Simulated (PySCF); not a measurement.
C5H3Cl, SMILES C(=CCl)=CC#C. Heavy atoms are numbered as in [CH:1]#[C:2][CH:3]=[C:4]=[CH:5][Cl:6]. Hydrogens are named by the atom that carries them.

Geometry optimised at PBE0-D3(BJ)/def2-SVP. This is a generated structure with no PubChem entry under its InChIKey; it may be hypothetical.

All values below come from PBE0/pcSseg-1 in PySCF.

GIAO shieldings, no solvent; atoms alike by connectivity are averaged. δ = σ(ref) − σ: ¹³C against TMS (σ = 186.3 ppm); ³⁵Cl against HCl (σ = 945.9 ppm); ¹H against TMS (σ = 31.56 ppm), references at their B3LYP-D3(BJ)/def2-TZVP geometries, non-relativistic (without spin–orbit terms, shifts of atoms bonded to Cl or Br come out too high).

Q: Estimate the chemical shifts. (Estimate from the structure and the level; the computed values follow.)

A: 
```
nucleus    atoms  count  δ (ppm)
-------  -------  -----  -------
¹³C           C4      1    234.0
¹³C      C5 (CH)      1    104.3
¹³C      C1 (CH)      1     96.5
¹³C      C3 (CH)      1     92.3
¹³C           C2      1     78.7
³⁵Cl         Cl6      1    177.1
¹H       H on C5      1     6.66
¹H       H on C3      1     6.27
¹H       H on C1      1     3.60
```
